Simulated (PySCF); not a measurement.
F2H5NSi2, SMILES [SiH2](N[SiH2]F)F. Atoms are numbered in the order given.

```xyz
10

Si     0.5336    -1.4658    -0.0898
F     -0.6600    -2.5908    -0.1303
N      0.0000     0.0000     0.6812
Si    -0.5336     1.4658    -0.0898
F      0.6600     2.5908    -0.1303
H      1.6533    -2.0744     0.6955
H      0.8919    -1.1317    -1.5025
H      0.0000     0.0000     1.7072
H     -1.6533     2.0744     0.6955
H     -0.8919     1.1317    -1.5025
```

Geometry optimised at PBE-D3(BJ)/def2-SVP. This is a generated structure with no PubChem entry under its InChIKey; it may be hypothetical. The values are those of a single conformer.

Two levels are set side by side: PBE/pcSseg-1 (PySCF) and PBE0/pcSseg-1 (PySCF). GIAO shifts against CFCl3 (¹⁹F), NH3 (¹⁵N), TMS (²⁹Si), TMS (¹H) at the same level; non-relativistic, no solvent, atoms listed together averaged. Differences are taken from unrounded values.

| quantity | PBE0 | PBE | PBE minus PBE0 |
|---|---|---|---|
| δ(²⁹Si) of Si1, Si4 (ppm) | -17.1 | -16.7 | 0.4 |
| δ(¹⁹F) of F2, F5 (ppm) | -164.5 | -178.8 | -14.3 |
| δ(¹⁵N) of N3 (ppm) | 74.5 | 85.2 | 10.7 |
| δ(¹H) of H8 (ppm) | 3.07 | 3.23 | 0.16 |

Rough cost on one machine, each run with all the roots and properties that it gave: PBE0 against PBE within a factor of 2.
